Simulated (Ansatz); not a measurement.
`[OH][AlH][C]#CS` at its PBE0-D4/def2-TZVP geometry, where that method's forces vanish. Charge 0, multiplicity 1.

```xyz
8

O    -0.0486   -0.6173    2.5748
Al    0.9512   -0.6083    1.2096
C     0.2749    0.0212   -0.4472
C    -0.1540    0.4236   -1.5156
S    -0.6113    0.9465   -3.0374
H    -0.9558   -0.3167    2.5622
H     2.4211   -1.1316    1.3786
H    -1.8775    1.2826   -2.7248
```

(1) What forces (eV/Å) does PBE-D4/def2-TZVPP give on these atoms in the Gaussian-basis code of Ansatz? (An estimate is asked.)

## Answers

(1) Ansatz gave: 
```
O1   0.196 -0.156  0.374
Al2  0.168  0.020 -0.306
C3   0.413 -0.375  0.975
C4  -0.386  0.348 -0.905
S5   0.221 -0.018 -0.221
H6  -0.439  0.144  0.000
H7   0.104 -0.042  0.031
H8  -0.278  0.078  0.052
```
